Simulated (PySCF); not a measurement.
Gas-phase equilibrium of 1 mol B2O3, 89 mol H2O at 2500 K and 0.00133 bar, among 22 species (BH3, BO, O2, B2H6, O, HO2, B3O3H3, H2O, H, HBO2, H2O2, O3, B2O, H2, (HBO2)3, B(OH)3, BH, BH2, B2O2, B2O3, B, OH). Only gases are allowed; each row takes one source of thermochemistry for all species, and Cantera finds the minimum.

Computed with PySCF and rigid-rotor harmonic-oscillator thermochemistry at 1 bar. † marks an energy on the PBE0/def2-TZVP geometry and frequencies. MP2 freezes the core. Open shells (unrestricted) among the columns below: BO (multiplicity 2), O2 (multiplicity 3), O (multiplicity 3, electronic degeneracy 9), H (multiplicity 2), OH (multiplicity 2, electronic degeneracy 4); the rest are closed-shell singlets. Spin-orbit splitting is ignored; it lowers the true energy and changes the entropy of O, OH. B3LYP is the form with VWN-RPA correlation. MP2 isn't extrapolated to the basis-set limit. The harmonic model lacks anharmonicity and excited electronic states, which grow with temperature; levels with a mode under 35 cm⁻¹ are left out.

Molecules larger than those listed are left out. Table species left out: BO2, B2, HBO.

Mole fractions:

```
thermochemistry     x H   x H2O      x O    x H2    x O2     x OH  x HBO2     x BO
-----------------  ----  ------  -------  ------  ------  -------  ------  -------
B3LYP/def2-TZVP†   0.33    0.11     0.11    0.23    0.12     0.10   0.011   0.0015
BLYP/def2-TZVP†    0.37   0.077    0.043    0.25    0.18    0.061  0.0097   0.0025
HF/def2-TZVP†      0.65  4.2e-7     0.33  0.0042  1.6e-8  0.00022  1.4e-7   0.0073
M06-2X/def2-TZVP†  0.35    0.16     0.11    0.18   0.097    0.090   0.012  0.00096
MP2/def2-TZVPP†    0.42    0.23    0.084   0.098   0.097    0.058   0.012  0.00084
LDA/def2-TZVP†     0.22    0.41  0.00070    0.19    0.15    0.011   0.016  0.00013
```
The most sensitive of these is O2: it spans a factor of 10^7.1 over these rows; at this temperature one factor of ten is RT ln 10 = 48 kJ/mol.
